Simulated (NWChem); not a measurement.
Species: CdHSCl; SMILES [SH][Cd][Cl]

```xyz
4

Cd     0.0121    -0.0112     0.0000
Cl     0.0013    -2.2987     0.0000
S      0.0438     2.3248     0.0000
H     -1.3055     2.4194     0.0000
```
Atoms are numbered in this order, from 1.

All runs: NWChem. Geometry: optimised at PBE0/def2-SVP. No frequency run checked for a minimum. def2 effective core potentials on Cd; no spin-orbit coupling. B3LYP is NWChem's, with the RPA form of VWN correlation. Ions are spin-unrestricted doublets at the neutral geometry; other ion states weren't tried.

For level B3LYP/def2-SVP:

| Item | Result |
|---|---|
| −ε(HOMO) (eV) | 7.12 |

**Question.** How do the values read with level PBE/def2-SVP instead?

**Answer.** 
- −ε(HOMO) (eV): 6.18
